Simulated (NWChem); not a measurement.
System: AlHI2; SMILES [I][AlH][I]

Program: NWChem. The geometry was optimised at PBE0/def2-SVP. def2 effective core potentials on I; no spin-orbit coupling. Level B3LYP/def2-SVP: energy and gradient on several grids; changes count from the extra-fine grid, which is no exact limit either.

```tsv
grid	size of the energy change (μHa)	largest change of a gradient component (μHa/bohr)
xcoarse	300	2000
coarse	30	100
medium	< 10	60
fine	< 10	< 30
xfine	< 10	< 30
```
